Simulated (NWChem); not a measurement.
Molecule: C₄H₅NS; SMILES c1(N)cscc1

```xyz
11

N      0.2594    -2.3793    -0.0624
C      0.0734    -1.0049    -0.0013
C     -1.2254    -0.3989    -0.0051
C     -1.1738     0.9681    -0.0041
S      0.4381     1.5463    -0.0072
C      1.0723    -0.0554     0.0042
H     -0.4659    -2.9202     0.3929
H      1.1799    -2.6951     0.2171
H     -2.1568    -0.9680    -0.0177
H     -2.0102     1.6659    -0.0066
H      2.1485    -0.2208     0.0039
```
Atoms are numbered in this order, from 1.

STO-3G and 3-21G are far too small for this property and stand as cheap habits. Structure relaxed at the PBE0/def2-SVP level.

Task: List the 4 lowest vertical singlet excitations from Hartree-Fock/3-21G, CIS (NWChem).

Result: 
```csv
state,energy (eV),oscillator strength,leading excitation (squared amplitude)
S1,6.34,0.168,HOMO → LUMO (0.85)
S2,7.09,0.121,HOMO−1 → LUMO (0.50)
S3,7.10,0.085,HOMO → LUMO+1 (0.53)
S4,8.00,0.002,HOMO−1 → LUMO+1 (0.76)
```
